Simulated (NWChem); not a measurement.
Molecule: BH3; SMILES B

All runs: NWChem. Structure relaxed at the PBE-D3(BJ)/def2-SVP level.

Problem. What does the run give for PBE0/cc-pVDZ? Quantities: highest occupied level (eV); orbital gap (eV).

Solution. 
```json
{
 "highest occupied level (eV)": "-9.78",
 "orbital gap (eV)": "7.91"
}
```
